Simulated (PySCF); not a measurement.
Two-photon absorption: isovaleramide (NC(CC(C)C)=O, C5H11NO)

Molfile (atoms numbered from 1):
```
C5H11NO
     RDKit          3D

 18 17  0  0  0  0  0  0  0  0999 V2000
   -1.1001    0.0367    1.3747 C   0  0  0  0  0  0  0  0  0  0  0  0
   -0.9143   -0.4744   -0.0491 C   0  0  0  0  0  0  0  0  0  0  0  0
   -2.1649   -0.2545   -0.8904 C   0  0  0  0  0  0  0  0  0  0  0  0
    0.3056    0.1592   -0.7108 C   0  0  0  0  0  0  0  0  0  0  0  0
    1.6142   -0.2686   -0.0681 C   0  0  0  0  0  0  0  0  0  0  0  0
    2.6167    0.6470   -0.1337 N   0  0  0  0  0  0  0  0  0  0  0  0
    1.7638   -1.3585    0.4460 O   0  0  0  0  0  0  0  0  0  0  0  0
   -1.2836    1.1248    1.3847 H   0  0  0  0  0  0  0  0  0  0  0  0
   -0.2119   -0.1701    1.9900 H   0  0  0  0  0  0  0  0  0  0  0  0
   -1.9609   -0.4490    1.8596 H   0  0  0  0  0  0  0  0  0  0  0  0
   -0.7046   -1.5559    0.0065 H   0  0  0  0  0  0  0  0  0  0  0  0
   -2.0500   -0.6692   -1.9043 H   0  0  0  0  0  0  0  0  0  0  0  0
   -3.0421   -0.7340   -0.4295 H   0  0  0  0  0  0  0  0  0  0  0  0
   -2.3923    0.8202   -0.9932 H   0  0  0  0  0  0  0  0  0  0  0  0
    0.2149    1.2599   -0.7195 H   0  0  0  0  0  0  0  0  0  0  0  0
    0.3600   -0.1553   -1.7685 H   0  0  0  0  0  0  0  0  0  0  0  0
    2.4971    1.5485   -0.5698 H   0  0  0  0  0  0  0  0  0  0  0  0
    3.5261    0.3889    0.2263 H   0  0  0  0  0  0  0  0  0  0  0  0
  1  2  1  0
  2  3  1  0
  2  4  1  0
  4  5  1  0
  5  6  1  0
  5  7  2  0
  1  8  1  0
  1  9  1  0
  1 10  1  0
  2 11  1  0
  3 12  1  0
  3 13  1  0
  3 14  1  0
  4 15  1  0
  4 16  1  0
  6 17  1  0
  6 18  1  0
M  END
```

Computed with PySCF, TDDFT CAM-B3LYP/aug-cc-pVDZ excited states, vertical, gas phase. Geometry: PBE0-D3(BJ)/def2-SVP.

(1) How strongly do the lowest singlets absorb one photon, and two photons of half the energy?

## Answers

(1) δ for parallel linear polarisation; σ at the peak of a Lorentzian of half width 0.1 eV, single beam; Ω is circular over linear.
| state | E (eV) | f | photon λ (nm) | δ (au) | σ (GM) | Ω | main |
| --- | --- | --- | --- | --- | --- | --- | --- |
| S1 | 5.71 | 0.000 | 435 | 1.24 | 0.01 | 1.41 | HOMO→LUMO+11 0.31, HOMO→LUMO+6 0.16 |
| S2 | 6.51 | 0.029 | 381 | 98.7 | 1.53 | 0.47 | HOMO→LUMO 0.81 |
| S3 | 6.56 | 0.015 | 378 | 49.9 | 0.79 | 1.42 | HOMO−1→LUMO 0.80 |
| S4 | 7.25 | 0.052 | 342 | 200 | 3.86 | 0.52 | HOMO→LUMO+1 0.38, HOMO−1→LUMO+2 0.13 |
| S5 | 7.34 | 0.012 | 338 | 74.9 | 1.48 | 1.49 | HOMO→LUMO+3 0.64 |
| S6 | 7.52 | 0.097 | 330 | 184 | 3.81 | 0.27 | HOMO−1→LUMO+2 0.26, HOMO→LUMO+1 0.25 |
